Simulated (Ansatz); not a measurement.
```xyz
14

N    -1.758   -0.318    1.302
Si   -0.992   -1.633    0.453
S     1.066   -1.204    0.218
Si    0.916    0.650   -0.912
N     2.396    1.475   -0.929
O    -0.232    1.569   -0.219
H    -1.488   -0.170    2.265
H    -2.763   -0.245    1.214
H    -1.728   -1.721   -0.833
H    -1.053   -2.941    1.157
H     0.616    0.288   -2.318
H     2.812    1.851   -0.093
H     3.070    1.312   -1.657
H    -0.862    1.086    0.352
```

The species carries charge 0 and has multiplicity 1.

(1) List the r2SCAN/def2-TZVPP orbital energies in eV (the Gaussian-basis code of Ansatz). (Best estimate.)

Answers

(1) Ansatz gave: Occupied: -2408.47, -1791.76, -1791.74, -515.27, -385.48, -384.79, -212.95, -156.99, -156.94, -156.86, -142.11, -142.00, -97.00, -96.97, -96.94, -96.91, -96.85, -96.84, -25.93, -22.85, -22.24, -18.41, -14.08, -13.46, -13.01, -12.73, -11.78, -10.68, -10.15, -9.16, -9.09, -8.94, -7.79, -7.33, -7.10, -6.47, -6.44. Lowest empty: -0.12, 0.31, 0.46, 0.78, 1.06, 1.76, 1.95, 2.17.
